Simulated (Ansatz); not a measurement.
`[AlH2][BH]O[SiH3]` + H–F → `F[BH][AlH2]` + `O[SiH3]` at 298.15 K and 1 bar (ligand exchange at a B–O bond).

Gas-phase electronic energies from Ansatz, PBE0-D4/def2-TZVP geometries. CCSD(T)/CBS adds triple-zeta CCSD(T) − MP2 to the extrapolated MP2 energy (def2 sets, frozen cores). This one scheme is used for every species. Each species was taken in one conformer, which may not be the lowest.

| species | CCSD(T)/CBS energy (Eh) | H − E (kJ/mol) | S (J/(mol·K)) |
| --- | --- | --- | --- |
| `[AlH2][BH]O[SiH3]` | -634.69802 | 167.1 | 358.5 |
| H–F | -100.39570 | 33.5 | 173.6 |
| `F[BH][AlH2]` | -368.40257 | 87.5 | 294.1 |
| `O[SiH3]` | -366.69042 | 113.6 | 257.8 |

H − E and S are ideal-gas, rigid-rotor, harmonic terms from PBE0-D4/def2-TZVP, for one conformer and one mirror image of each species. 1 Eh = 2625.50 kJ/mol, R = 8.31446 J/(mol·K).

By hand: ΔE, ΔH, ΔS and ΔG.

ΔE = (-368.40257) + (-366.69042) − (-634.69802) − (-100.39570) = 0.00073 Eh = 1.9 kJ/mol. Δ(H − E) = 87.5 + 113.6 − 167.1 − 33.5 = 0.5, so ΔH = 2.4 kJ/mol. ΔS = 294.1 + 257.8 − 358.5 − 173.6 = 19.8 J/(mol·K). ΔG = 2.4 − 298.15 × (19.8)/1000 = -3.5 kJ/mol.

By hand: the equilibrium constant, and the temperature at which ΔG would vanish if ΔH and ΔS stayed fixed.

log₁₀ K = −ΔG/(RT ln 10) = 0.6. ΔG = 0 at ΔH/ΔS = 121 K, though so small a ΔH makes that figure unsure.

TΔS isn't small against ΔH here. The sign of ΔG lies within the doubt. A doubt of 5 kJ/mol in ΔE shifts log₁₀ K by 0.9 here. Other conformers and mirror images would add mixing entropy, several J/(mol·K) or more a flexible species. These are equilibria of isolated gas molecules and say nothing of rates. Largest T1 diagnostic: 0.014 (customary marks: 0.02 for closed shells, 0.045 for open ones).
